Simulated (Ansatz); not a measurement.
A made-up structure of InBH2F, doublet:

F1  (0.565, -1.411, 1.470)
B2  (0.466, -0.793, 0.621)
In3  (-0.288, 0.484, -0.372)
H4  (-1.353, -0.270, -1.565)
H5  (0.610, 1.990, -0.154)
(Å)

It is relaxed with PBE-D4/def2-SVP and then PBE0-D4/def2-TZVP (Ansatz 0.2.0). Atoms count as bonded within 1.22 times the sum of their covalent radii (H–H: 0.88 Å). The end point is not checked to be a true minimum.

Problem. Does its bonding change? (Judge from chemistry; the calculation decides.)

Solution. Computed: No: no bond forms or breaks.

Where it ends: The first stage lowers the energy by 4.24 eV in 9 steps. It ends as InBH₂F ([F][B][InH2]):
| atom | x (Å) | y (Å) | z (Å) |
| --- | --- | --- | --- |
| F1 | 0.7230 | -1.7491 | 1.7950 |
| B2 | 0.5353 | -0.9650 | 0.7996 |
| In3 | -0.3302 | 0.5869 | -0.4809 |
| H4 | -1.3734 | 0.0180 | -1.7108 |
| H5 | 0.4453 | 2.1092 | -0.4029 |

Labels in which every atom is bracketed show which atoms are joined, not bond orders.

For scale, one of the runs: PBE0-D4/def2-TZVP relaxation, 124 basis functions, launched by `ansatz run in.yaml --threads 2 --pin off --events-out ev --progress --plain --max-ram 4352MiB`. Hardware: 2 CPU threads of an Arm Neoverse V2, shared host. Wall time about 32 s.
